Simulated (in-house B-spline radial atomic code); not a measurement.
A fraction x of an electron is removed from 4d in Tb3+, starting from [Xe] 4f8 and keeping the highest spin. All numbers are computed (scalar-relativistic (X2C) AM05, spin-polarised, spherical fractional occupations; Fermi nucleus of rms radius 5.06 fm) with an all-electron radial atomic-structure program (B-spline basis), not measured.

```
   x  E(x) - E(0) (eV)  4d down level (eV)
   0            0.0000            -175.415
0.05            8.7970            -176.464
0.14                 ?                   ?
0.27           48.1327            -181.154
0.39           70.0273            -183.762
 0.5           90.3740            -186.182
0.56          101.5848            -187.513
0.68                 ?                   ?
0.82          151.0966            -193.370
0.91          168.5924            -195.430
```

Task: What belongs in the row x = 0.14?

Result: An energy change of 24.7642 eV; 4d down at -178.368 eV.

Task: What belongs in the row x = 0.68?

Result: An energy change of 124.2472 eV; 4d down at -190.199 eV.

Task: Check Janak's theorem between x = 0.27 and 0.39.

Result: The slope of the energy is 182.45 eV; the orbital levels give 182.46 eV (-ε of the emptying orbital, averaged over the two points).
